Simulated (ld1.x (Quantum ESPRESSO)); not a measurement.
## Building the PAW potential for hafnium (PBEsol, scalar-relativistic).

```
Element                 : Hf
Generator               : ld1.x (Quantum ESPRESSO) 7.5
Type                    : PAW
Functional              : PBEsol
Relativity              : scalar-relativistic
Frozen core             : [Kr] 4d10 4f14
Valence charge          : 12
Reference configuration : 5s2 5p6 5d2 6s1 6p0 (charge +1)
Partial waves           : 5s (bound): rcut 2.12, rcutus 2.54 bohr; 6s (bound): rcut 2.12, rcutus 2.54 bohr; 5p (bound): rcut 2.06, rcutus 2.32 bohr; 6p (bound, empty): rcut 2.06, rcutus 2.32 bohr; 5d (bound): rcut 2.98, rcutus 3.42 bohr; 5d channel at 1.35 Ry: rcut 2.98, rcutus 3.42 bohr
Local potential         : all-electron potential smoothed inside 3.20 bohr (lloc = -1)
Core correction         : Bessel-smoothed model core, default radius (core density twice the valence density)
Augmentation charge     : BG, radius 1.84 bohr
```

- Cutoffs needed: 15 Ry and 30 Ry (the cutoffs (Ry, on a coarse ladder) from which the occupation-weighted sum of valence levels, in a spherical-Bessel basis at the reference potential, stays within 10 and 1 mRy of its value at 400 Ry)
- Ghost test: no extra level below or beside the all-electron valence levels (s, p, d, f tested) (spherical-Bessel basis up to 400 Ry, 20 bohr box)
- Configuration tests: test run stopped at test 1 of 7 (negative rho)
- Lowest eigenvalue of the overlap operator: 0.09 (p channel)
